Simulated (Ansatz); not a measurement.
CaH, multiplicity 2 (the spin of the measured ground state), most abundant isotopes (1.0078 and 39.9626 u). Constants from fifth-degree fits in 1/R to seven points on the lowest solution found; no spin–orbit coupling, no relativity up to Kr; ω_e x_e and α_e move by some per cent with the fit.

Correlated levels freeze the inner cores; with def2 sets outer-core shells near the valence are correlated too.

Run with Ansatz (an electronic-structure program) with Gaussian orbitals. Values without a source in brackets are computed.

Total energies (hartree; each atom in its lowest state at that level) and vibrational constants (cm⁻¹):

```tsv
level	E(CaH) at r_e	E(H)	E(Ca)	ω_e	ω_e x_e
PBE/def2-TZVPP	-677.899870	-0.499616	-677.328788	1286	20
B3LYP/def2-TZVPP	-678.150103	-0.502154	-677.576183	1297	20
wB97M-V/def2-TZVPP	-678.088381	-0.494111	-677.528120	1305	19
CCSD(T)/def2-QZVPP	-677.597762	-0.499983	-677.032846	1299	19
```

Problem. Work out D_e and D₀ in eV.

Solution. 
D_e = E(H) + E(Ca) − E(molecule), times 27.2114 eV; D₀ = D_e − (ω_e/2 − ω_e x_e/4)/8065.54.
- PBE/def2-TZVPP: D_e = 1.945, zero point 0.079, D₀ = 1.866 eV
- B3LYP/def2-TZVPP: D_e = 1.953, zero point 0.080, D₀ = 1.873 eV
- wB97M-V/def2-TZVPP: D_e = 1.800, zero point 0.080, D₀ = 1.720 eV
- CCSD(T)/def2-QZVPP: D_e = 1.767, zero point 0.080, D₀ = 1.687 eV
No counterpoise correction is made.
